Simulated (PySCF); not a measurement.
Nuclear quadrupole coupling in `Cn1nncc1C(F)(F)F`

Species: C₄H₄F₃N₃.
Z-matrix (Å and degrees, GFN2-xTB geometry), rows numbered from 1:
```
C 
N   1  1.4331
N   2  1.3179  1  122.14
N   3  1.2779  2  109.60  1  -179.98
C   4  1.3411  3  109.43  2     0.01
C   2  1.3613  1  128.63  3  -179.96
C   6  1.4823  2  123.45  1     0.02
F   7  1.3337  6  112.06  2  -179.92
F   7  1.3481  6  112.32  2   -59.39
F   7  1.3481  6  112.31  2    59.56
H   1  1.0881  2  107.26  3     0.21
H   1  1.0913  2  110.43  3   119.84
H   1  1.0913  2  110.43  3  -119.41
H   5  1.0692  4  122.72  3   179.99
```

Field gradients from the PBE0/pcSseg-1 density (PySCF, non-relativistic), principal values in atomic units, ordered |Vxx| ≤ |Vyy| ≤ |Vzz|:

```
atom     Vxx     Vyy      Vzz
  N2  0.1892  0.3912  -0.5805
  N3  0.2563  0.8260  -1.0823
  N4  0.5105  0.5919  -1.1024
```

Find the asymmetry η = (Vxx − Vyy)/Vzz and the couplings χ = eQV/h (234.96 MHz × Q in barn × V in au), with Q(14N) = 0.02044 b.

```
atom             environment  nucleus     η  χzz (MHz)  χxx (MHz)  χyy (MHz)
  N2   pyrrole-type nitrogen      14N  0.35     -2.788      0.909      1.879
  N3  pyridine-type nitrogen      14N  0.53      -5.20       1.23       3.97
  N4  pyridine-type nitrogen      14N  0.07      -5.29       2.45       2.84
```

The tensor is traceless: Vxx + Vyy + Vzz = 0.

What is Vzz at N2 in SI units (1 au = 9.71736 × 10²¹ V/m²)?

-0.5805 au = -5.640 × 10²¹ V/m².

What couplings would deuterons (Q(2H) = 0.00286 b) have in place of the hydrogens, at this geometry?

```csv
atom,bonded to,bond length (Å),Vzz (au),η,χzz (kHz)
H11,C1,1.088,0.3012,0.07,202
H12,C1,1.091,0.2956,0.08,199
H13,C1,1.091,0.2956,0.08,199
H14,C5,1.069,0.3450,0.07,232
```

Geometry: GFN2-xTB; no solvent, vibrations or thermal averaging. GFN2-xTB bond lengths can be off by several hundredths of an ångström, more for odd bonds, and the gradients follow them. These gradients aren't converged with respect to the basis.
